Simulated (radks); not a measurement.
Task: These are the eigenvalues of the occupied orbitals of an atom or ion with whole-number occupations (hartree). Calculated with a radial shooting solver on a logarithmic mesh with Libxc functionals: non-relativistic Kohn-Sham, r2SCAN, spin-polarised, spherical densities, point nucleus; meta-GGA in the generalised Kohn-Sham scheme.

1s up: -641.8947
1s down: -641.8947
2s up: -88.19494
2s down: -88.18570
2p up: -80.75348
2p down: -80.74701
3s up: -14.79469
3s down: -14.79103
3p up: -11.97511
3p down: -11.97032
3d up: -6.86655
3d down: -6.85821
4s up: -2.24067
4s down: -2.18915
4p up: -1.48488
4p down: -1.42477
4d up: -0.40298
5s up: -0.38364

Which element is it, and in what charge state? The configuration may be excited. Open shells, if any, are filled with parallel spins first.

Result: Z = 40, zirconium, charge +1: Zr+ in [Kr] 4d2 5s1. The list shows which subshells hold electrons but not how many an open one holds; the 1s level, -641.89 hartree, gives Z - s = 35.8 by -(Z - s)^2/2, which with screening narrows Z to a few neighbours, and the depths of the outer levels then fix element, charge and occupations together.
